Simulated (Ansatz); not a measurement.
Ansatz results at the PBE0-D4/def2-TZVP geometry: HOMO–LUMO gap (ωB97M-V/def2-TZVPP) 8.91 eV; HOMO energy (ωB97M-V/def2-TZVPP) -9.61 eV; size of the dipole moment (ωB97M-V/def2-TZVPP) 1.60 D.

(1) Which molecule gave them?
A. `BCC(O)=S`
B. `B[Si](C)(F)[SiH3]`
C. `OC1=CCO1`
D. `C#CBCO`

Answers

(1) B. The others give `C#CBCO`: 10.16, -10.33, 1.82; `BCC(O)=S`: 8.43, -8.65, 4.13; `OC1=CCO1`: 10.96, -8.45, 0.61.
